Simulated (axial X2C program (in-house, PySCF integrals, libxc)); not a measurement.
How long does LiGa⁻ take?

A bond scan computed with an axial X2C code built on PySCF integrals. Basis: Ga dyall-acv3z [10s10p8d5f1g], Li dyall-av3z [9s9p3d] (cores contracted in-house).

Input file and command:
```json
{"zs": [31, 3], "q": -1, "bas": ["dyall-acv3z", "dyall-av3z"], "levels": ["PBE0", "HF", "PW91"], "cc": true, "r0": 2.57, "thr": -2.0, "nmax": 90, "npts": 10, "nst": 2, "ntry": 6}
```
```bash
python so2c.py task.json out
```

Keys: zs atomic numbers; q charge; bas basis sets; levels methods; cc coupled cluster on or off; r0 starting distance in Å; thr threshold in hartree for freezing inner shells (an s shell follows its p shell); nmax most natural virtual spinors; npts points on the curve; nst determinants followed; ntry starts of the search. HF also brings MP2.

Hardware: 1 thread of Arm Neoverse V2, on a shared host.

Wall time of one point of each curve, integrals apart:

```csv
Hamiltonian,level,points,seconds a point
spin-free,PBE0,10,0.53
spin-free,HF,10,0.3
spin-free,"CCSD(T) (15 electrons, 90 virtuals)",7,7.9
spin-free,PW91,10,0.37
2c,PBE0,10,1.8
2c,HF,10,1.3
2c,PW91,10,0.73
```

The rest:

Search with its distance optimisation 26 s, atoms 67 s, whole task 210 s. Coupled cluster runs on the points near the minimum only. The program drops outer points, and coupled cluster, when its time limit (not in the input) nears; MP2, further determinants and curves that did not converge are not in the table.
